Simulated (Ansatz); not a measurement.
Input and output for C9H21ClSi (`CC(C)[Si](Cl)(C(C)C)C(C)C`).

```yaml
crystal:
  periodic: [false, false, false]
  atoms:
    - {symbol: C, position_ang: [-2.025522, 1.560863, -1.409297]}
    - {symbol: C, position_ang: [-0.765203, 0.700897, -1.405149]}
    - {symbol: C, position_ang: [-1.033495, -0.660007, -2.050999]}
    - {symbol: Si, position_ang: [0.053963, 0.495597, 0.286869]}
    - {symbol: Cl, position_ang: [-0.230640, 2.258151, 1.368643]}
    - {symbol: C, position_ang: [-0.698986, -0.896568, 1.311162]}
    - {symbol: C, position_ang: [-2.192133, -0.703749, 1.562351]}
    - {symbol: C, position_ang: [0.049582, -1.097285, 2.626571]}
    - {symbol: C, position_ang: [1.925065, 0.292846, 0.148469]}
    - {symbol: C, position_ang: [2.332777, -1.055274, -0.443235]}
    - {symbol: C, position_ang: [2.587862, 1.443882, -0.601809]}
    - {symbol: H, position_ang: [-1.839415, 2.557796, -1.007760]}
    - {symbol: H, position_ang: [-2.406042, 1.671424, -2.430086]}
    - {symbol: H, position_ang: [-2.823205, 1.111928, -0.812000]}
    - {symbol: H, position_ang: [-0.011395, 1.218498, -2.013575]}
    - {symbol: H, position_ang: [-1.803042, -1.212831, -1.505078]}
    - {symbol: H, position_ang: [-1.393798, -0.533007, -3.076796]}
    - {symbol: H, position_ang: [-0.143769, -1.292711, -2.092769]}
    - {symbol: H, position_ang: [-0.569158, -1.801728, 0.700865]}
    - {symbol: H, position_ang: [-2.767109, -0.656938, 0.635105]}
    - {symbol: H, position_ang: [-2.380865, 0.219969, 2.115860]}
    - {symbol: H, position_ang: [-2.592270, -1.531882, 2.156305]}
    - {symbol: H, position_ang: [-0.005994, -0.200421, 3.249862]}
    - {symbol: H, position_ang: [1.106043, -1.329706, 2.473270]}
    - {symbol: H, position_ang: [-0.389940, -1.921682, 3.197307]}
    - {symbol: H, position_ang: [2.273610, 0.327464, 1.189196]}
    - {symbol: H, position_ang: [1.877564, -1.899433, 0.081315]}
    - {symbol: H, position_ang: [3.418684, -1.185054, -0.393963]}
    - {symbol: H, position_ang: [2.051638, -1.128523, -1.497638]}
    - {symbol: H, position_ang: [3.678032, 1.348084, -0.571768]}
    - {symbol: H, position_ang: [2.325825, 2.413891, -0.174018]}
    - {symbol: H, position_ang: [2.295434, 1.453307, -1.656112]}
basis:
  gaussian: {orbitals: def2-SVP, fitting: {mean_field: cc-pVTZ-jkfit}}
hamiltonian: {xc: {name: r2SCAN}, dispersion: d4}
output: {forces: true}
```

```sh
$ ansatz run in.yaml --threads 11 --pin off --events-out ev --progress --plain --max-ram 174080MiB --backend cpu
```

Output, abridged:

```
Functional definition: r2SCAN
1583 factors; integrals over basis functions are off by at most 1.1e-1 eV
mean field evaluation 1: about -30031.6495 eV, gradient 1.0e2 eV
mean field evaluation 2: about -30007.8713 eV, gradient 1.4e2 eV
mean field evaluation 4: about -30057.7081 eV, gradient 6.5e0 eV
mean field evaluation 8: about -30057.8250 eV, gradient 9.7e-2 eV
mean field evaluation 16: about -30057.8250 eV, gradient 2.7e-5 eV
mean field -30057.82500601 eV, -1104.6046950452 hartree, gradient 2.8e-5 eV, S^2 0.000000; 0 other end points of the search recorded, 0 dependent functions left out
reference -30057.82502099 eV, -1104.6046955957 hartree; 53, 53 occupied and 214, 214 virtual orbitals, 1583 factors
Total energy: -30058.12397227 eV, -1104.6156818527 hartree
Atom 0 at    -2.025522     1.560863    -1.409297 Å, force     0.114591    -0.038606    -0.025221 eV/Å
Atom 1 at    -0.765203     0.700897    -1.405149 Å, force    -0.117227    -0.075482     0.101440 eV/Å
Atom 2 at    -1.033495    -0.660007    -2.050999 Å, force     0.052100     0.128407     0.049532 eV/Å
Atom 3 at     0.053963     0.495597     0.286869 Å, force     0.046464    -0.168167    -0.106403 eV/Å
Atom 4 at    -0.230640     2.258151     1.368643 Å, force    -0.065080     0.322826     0.211161 eV/Å
Atom 5 at    -0.698986    -0.896568     1.311162 Å, force    -0.016057     0.133203     0.079881 eV/Å
Atom 6 at    -2.192133    -0.703749     1.562351 Å, force     0.112655    -0.040510    -0.034536 eV/Å
Atom 7 at     0.049582    -1.097285     2.626571 Å, force    -0.048565    -0.011091    -0.118421 eV/Å
Atom 8 at     1.925065     0.292846     0.148469 Å, force    -0.059632    -0.013085    -0.161509 eV/Å
Atom 9 at     2.332777    -1.055274    -0.443235 Å, force    -0.033166     0.115963     0.081729 eV/Å
Atom 10 at     2.587862     1.443882    -0.601809 Å, force    -0.037347    -0.082817     0.086898 eV/Å
Atom 11 at    -1.839415     2.557796    -1.007760 Å, force     0.046532     0.290956     0.120880 eV/Å
Atom 12 at    -2.406042     1.671424    -2.430086 Å, force    -0.120281     0.039553    -0.277909 eV/Å
Atom 13 at    -2.823205     1.111928    -0.812000 Å, force    -0.241564    -0.125662     0.172448 eV/Å
Atom 14 at    -0.011395     1.218498    -2.013575 Å, force     0.226437     0.155024    -0.179113 eV/Å
Atom 15 at    -1.803042    -1.212831    -1.505078 Å, force    -0.228865    -0.169180     0.150899 eV/Å
Atom 16 at    -1.393798    -0.533007    -3.076796 Å, force    -0.101489     0.014462    -0.292317 eV/Å
Atom 17 at    -0.143769    -1.292711    -2.092769 Å, force     0.249043    -0.196095    -0.019921 eV/Å
Atom 18 at    -0.569158    -1.801728     0.700865 Å, force     0.039703    -0.267866    -0.183552 eV/Å
Atom 19 at    -2.767109    -0.656938     0.635105 Å, force    -0.177234     0.013332    -0.261851 eV/Å
Atom 20 at    -2.380865     0.219969     2.115860 Å, force    -0.053202     0.277861     0.154914 eV/Å
Atom 21 at    -2.592270    -1.531882     2.156305 Å, force    -0.131245    -0.224528     0.164749 eV/Å
Atom 22 at    -0.005994    -0.200421     3.249862 Å, force    -0.012594     0.267161     0.176612 eV/Å
Atom 23 at     1.106043    -1.329706     2.473270 Å, force     0.306747    -0.070941    -0.027570 eV/Å
Atom 24 at    -0.389940    -1.921682     3.197307 Å, force    -0.108828    -0.228125     0.173700 eV/Å
Atom 25 at     2.273610     0.327464     1.189196 Å, force     0.098168     0.015697     0.311327 eV/Å
Atom 26 at     1.877564    -1.899433     0.081315 Å, force    -0.122293    -0.257314     0.141038 eV/Å
Atom 27 at     3.418684    -1.185054    -0.393963 Å, force     0.306175    -0.054627     0.003744 eV/Å
Atom 28 at     2.051638    -1.128523    -1.497638 Å, force    -0.076308    -0.030004    -0.305253 eV/Å
Atom 29 at     3.678032     1.348084    -0.571768 Å, force     0.305234    -0.011148    -0.001299 eV/Å
Atom 30 at     2.325825     2.413891    -0.174018 Å, force    -0.077658     0.281400     0.120931 eV/Å
Atom 31 at     2.295434     1.453307    -1.656112 Å, force    -0.075211     0.009404    -0.307008 eV/Å
Dipole moment:     0.077646    -0.361005    -0.220553 e Å
```

Hardware: 11 threads of an AMD EPYC 7R13 on a shared host. Wall time 3.6 s, peak host memory 0.78 GiB.
